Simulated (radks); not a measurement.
All-electron atom: Mg4+ in [He] 2s2 2p3 3d1 (not the ground configuration). All-electron calculation, Dirac Kohn-Sham, PBE, spin-unpolarised, spherical densities, point nucleus; open shells are shared between the two j in proportion to 2j + 1. Program: a radial shooting solver on a logarithmic mesh with Libxc functionals.

Unscreened Slater integrals over Kohn-Sham orbitals (eV). Large and small components are both included. Empty in this configuration: 3s1/2.

F0(3d5/2,3d5/2): 12.873
F2(3d5/2,3d5/2): 6.5239
F4(3d5/2,3d5/2): 4.1911
F0(3d5/2,3d3/2): 12.875
F2(3d5/2,3d3/2): 6.5244
G2(3d5/2,3d3/2): 6.5234
G4(3d5/2,3d3/2): 4.1907
F0(3d5/2,2p3/2): 16.812
F2(3d5/2,2p3/2): 3.6502
G1(3d5/2,2p3/2): 2.7881
G3(3d5/2,2p3/2): 1.5834
F0(3d5/2,2p1/2): 16.814
G3(3d5/2,2p1/2): 1.5751
F0(3d5/2,3s1/2): 13.161
G2(3d5/2,3s1/2): 6.1861
F0(3d3/2,3d3/2): 12.876
F2(3d3/2,3d3/2): 6.5250
F0(3d3/2,2p3/2): 16.818
F2(3d3/2,2p3/2): 3.6534
G1(3d3/2,2p3/2): 2.7896
G3(3d3/2,2p3/2): 1.5843
F0(3d3/2,2p1/2): 16.820
G1(3d3/2,2p1/2): 2.7774
F0(3d3/2,3s1/2): 13.163
G2(3d3/2,3s1/2): 6.1861
F0(2p3/2,2p3/2): 43.008
F2(2p3/2,2p3/2): 20.092
F0(2p3/2,2p1/2): 43.065
G2(2p3/2,2p1/2): 20.095
F0(2p3/2,3s1/2): 17.812
G1(2p3/2,3s1/2): 1.6088
F0(2p1/2,2p1/2): 43.122
F0(2p1/2,3s1/2): 17.818
G1(2p1/2,3s1/2): 1.6088
F0(3s1/2,3s1/2): 13.559
